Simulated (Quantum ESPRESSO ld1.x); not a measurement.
Hf58+, configuration [Ne] 3s2 3p2. Method: Dirac Kohn-Sham, LDA (Slater exchange, Perdew-Zunger correlation), spin-unpolarised, spherical densities, point nucleus; open shells fill j = l - 1/2 first; computed with ld1.x of Quantum ESPRESSO 7.5.

Spin-orbit splittings of the eigenvalues, e(l+1/2) - e(l-1/2), with zeta = 2 splitting/(2l+1) and mean radii in bohr:

[
 {"shell": "2p", "occ.": "6", "splitting (eV)": "1222", "zeta (eV)": "814.9", "<r> j=l-1/2": "0.06526", "<r> j=l+1/2": "0.07270"},
 {"shell": "3p", "occ.": "2", "splitting (eV)": "324.1", "zeta (eV)": "216.1", "<r> j=l-1/2": "0.1793", "<r> j=l+1/2": "0.1904"},
 {"shell": "3d", "occ.": "0", "splitting (eV)": "77.30", "zeta (eV)": "30.92", "<r> j=l-1/2": "0.1631", "<r> j=l+1/2": "0.1666"}
]
